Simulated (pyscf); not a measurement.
Structures and frequencies: ωB97X-D3(BJ)/def2-SVP in PySCF.

Question: What is the homolytic dissociation enthalpy (298 K, ωB97M-D3(BJ)/def2-TZVP) of the N–Si bond of H₂N–NH–SiH₂–SiH₃ (SMILES NN[SiH2][SiH3]), to •HN–NH₂ + •H₂Si–SiH₃?

Answer: N–Si to •HN–NH₂ + •H₂Si–SiH₃: 73.7 kcal/mol. The 7 functionals that were run give +65.3 (r²SCAN) to +73.9 kcal/mol (M06-2X). H₂N–NH–SiH₂–SiH₃ lies 71.9 kcal/mol over its isomer H₂N–SiH₂–NH–SiH₃, and others may lie lower still (electronic energy, ωB97M-D3(BJ)). Other isomers of •HN–NH₂, •H₂Si–SiH₃ were not searched in full and may lie lower.
